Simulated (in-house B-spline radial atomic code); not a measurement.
Checks on a self-consistent run for Mn⁴⁺, [Ar] 3d3. Method: Dirac-Hartree-Fock, average of configuration, Fermi nucleus of rms radius 3.7057 fm. Calculated with a B-spline radial code for spherical atoms.

```tsv
orbital	q	ε (Eh)	<1/r>	<r²>	small-component weight
1s1/2	2	-244.82328	24.9326	0.00498231	0.0080736
2s1/2	2	-31.81335	5.35756	0.0909151	0.0014833
2p1/2	2	-27.42144	5.27167	0.0733779	0.0014484
2p3/2	4	-27.03167	5.18705	0.0749709	0.0014302
3s1/2	2	-6.00146	1.68725	0.795007	0.00032209
3p1/2	2	-4.60841	1.56942	0.878849	0.00028711
3p3/2	4	-4.55562	1.55207	0.893302	0.00028349
3d3/2	1.2	-2.63657	1.31114	1.12556	0.00021134
3d5/2	1.8	-2.63118	1.30733	1.13109	0.00021049
```

Electron-electron repulsion V_ee = 390.0541 hartree.

Task: What total energy follows from the eigenvalues?

Result: The eigenvalues count the repulsion twice, so E = Σqε - V_ee = -763.585 - 390.054 = -1153.639 hartree; the run printed -1153.639.

Task: Does the Dirac virial theorem hold?

Result: For a point nucleus E = -2c²Σq·w, with w the small-component weight. Here Σq·w = 0.030716 and c = 137.0360, so the ratio E/(-2c²Σq·w) is 1.000006; the finite nucleus accounts for the departure from 1.

Task: What diamagnetic shielding (Lamb formula) and susceptibility (Langevin formula) do the radii give?

Result: σ = (α²/3)Σq<1/r> = 108.52/(3·137.036²) = 1926.3 ppm, and χ = -0.79199×10⁻⁶·Σq<r²> = -8.669×10⁻⁶ cm³/mol with Σq<r²> = 10.946 bohr². Both are non-relativistic formulas without the paramagnetism of open shells.
